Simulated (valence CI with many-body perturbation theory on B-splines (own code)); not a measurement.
Au30+ in brief

Computed by relativistic CI+MBPT: three valence electrons over a frozen Dirac-Fock core [Kr] 4d10, a basis of 7 s, 7 p, 7 d, 7 f, 4 g, 2 h functions for each j, with the one-electron correlation potential Σ1, the two-electron term Σ2, the three-electron term Σ3, Breit, model QED; selected CI, second order for the rest, scaled by the run's own slope (own B-spline code, finite nucleus).

No measured spectrum was set against this ion. As an estimate, large intervals hold to a few tenths of a per cent, small ones and those within an open d or f shell to about a per cent. Excitations out of the core, of the other parity, are not computed and may begin above about 184 eV (a cautious bound); beyond it only levels of the ground parity were kept, without lifetimes.

Levels are named by their leading jj configuration (3d3/2^4 stands for four electrons in 3d with j = 3/2), which in mixed levels can hold well under half, so a name can repeat and another be missing.

Rates and lifetimes use the calculated energies. Strong lines usually hold to 10 to 20 %, long lifetimes can be off by a factor of two.

Question: What is the ground level?

Answer: (4f5/2^3) J=9/2, composition 76 % 4f3 4I° + 21 % 4f3 2H° + 2 % 4f3 2G°, g = 0.773.

Question: Where does the other parity begin?

Answer: At (4f5/2^2 5s) J=7/2, 1460500 cm⁻¹.

Question: What is the ionisation energy?

Answer: 1083.5 eV; NIST lists 1100 ± 50 eV (theoretical).

Question: Name the longest-lived excited levels whose lifetime is computed, and their main decay.

Answer: (4f5/2^3) J=5/2 at 62190 cm⁻¹ lives 10.6 ms, mostly by M1 to (4f5/2^3) J=3/2. The lifetime of (4f5/2^3) J=3/2 is too uncertain to give, and may be longer.

Question: How well does LS coupling describe the low levels?

Answer: Among the lowest 20 levels the leading LS term, summed over configurations, holds 57 % on average. For single configurations the figures are 57 % in LS and 76 % in jj coupling. Terms mix most in the J = 3/2 level at 106430 cm⁻¹, where the leading one holds 32 %.
